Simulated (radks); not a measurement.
Q: Valence configurations of neutral indium (all share [Kr]). Calculated with a radial shooting solver on a logarithmic mesh with Libxc functionals: Dirac Kohn-Sham, PBE, spin-unpolarised, spherical densities, finite nucleus; open shells fill j = l - 1/2 first; Fermi nuclear charge, rms radius 4.6156 fm. Order these by energy: 4d8 5s2 5p3; 4d9 5s1 5p3; 4d8 5s1 5p4; 4d10 5s2 5p1; 4d10 5s1.5 5p1.5; 4d9 5s2 5p2; 4d10 5p3; 4d8 5p5; 4d10 5s1 5p2; 4d9 5s1.5 5p2.5.

A: From the lowest, in eV above it: 4d10 5s2 5p1 0.000; 4d10 5s1.5 5p1.5 2.759; 4d10 5s1 5p2 5.578; 4d10 5p3 11.745; 4d9 5s2 5p2 17.572; 4d9 5s1.5 5p2.5 20.933; 4d9 5s1 5p3 24.356; 4d8 5s2 5p3 39.873; 4d8 5s1 5p4 47.482; 4d8 5p5 55.295. NIST lists [Kr] 4d10 5s2 5p1 as the ground configuration; this level of theory agrees among the configurations tried. The energies are those of spherical spin-averaged densities, not of single terms.
